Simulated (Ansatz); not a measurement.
BFH4OSi (`B[SiH](O)F`), charge 0, multiplicity 1.

(1) Give a relaxed structure at PBE0-D4/def2-TZVP (Ansatz). (Best estimate.)

Results:

(1) Ansatz gave: 
Cartesian coordinates in Å:
```
B 1.1041 -0.0529 0.8232
Si -0.2807 -0.2729 -0.6248
O -1.3097 1.0031 -0.6613
F -1.0641 -1.6276 -0.2619
H 2.2776 -0.1851 0.6415
H 0.7542 0.2324 1.9328
H 0.1901 -0.4087 -2.0206
H -1.6716 1.3117 0.1711
```
